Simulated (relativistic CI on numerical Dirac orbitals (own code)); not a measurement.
Radial parameters of Ru¹⁸⁺

Computed by Dirac-Coulomb-Breit CI, separate exchange-only KLI orbitals for each configuration, QED by a radiative potential, unscaled Slater integrals (own radial code, finite nucleus).

Slater integrals F^k, G^k are unscaled and averaged over j, outside the closed core [Ne]; ζ comes from projecting the Hamiltonian with its Breit term on Σ l·s of the shell.

- 3s²3p⁶3d⁸: F^2(3d,3d) = 277780, F^4(3d,3d) = 177790, ζ(3d) = 14612 cm⁻¹; <r>(3d) = 0.3601, <r^2>(3d) = 0.1528 (bohr units).
- 3s²3p⁵3d⁹: ζ(3p) = 127550, F^2(3p,3d) = 254660, G^1(3p,3d) = 289870, G^3(3p,3d) = 187330, ζ(3d) = 14377 cm⁻¹; <r>(3p) = 0.3878, <r^2>(3p) = 0.1741, <r>(3d) = 0.361, <r^2>(3d) = 0.1536 (bohr units).
- 3s²3p⁴3d¹⁰: F^2(3p,3p) = 256530, ζ(3p) = 127510 cm⁻¹; <r>(3p) = 0.3883, <r^2>(3p) = 0.1745 (bohr units).

Question: Give the Racah parameters of the d shell in 3s²3p⁶3d⁸.

Answer: B = F²/49 − 5F⁴/441 = 3653 cm⁻¹ and C = 35F⁴/441 = 14110 cm⁻¹.

Averages of the first 10 configurations, taken without configuration mixing, which lowers the lowest level and can move excited configurations by several eV; other configurations of the list can lie among them:

```csv
Configuration,Parity,States,Average energy above the lowest level (eV)
3s²3p⁶3d⁸,even,45,7.4
3s²3p⁵3d⁹,odd,60,190.9
3s²3p⁴3d¹⁰,even,15,378.1
3s3p⁶3d⁹,even,20,308.3
3p⁶3d¹⁰,even,1,614.2
3s²3p⁶3d⁷4s,even,240,318.9
3s3p⁵3d¹⁰,odd,12,490.5
3s²3p⁶3d⁷4p,odd,720,358.1
3s²3p⁶3d⁷4d,even,1200,417.3
3s²3p⁶3d⁶4s²,even,210,649.4
```
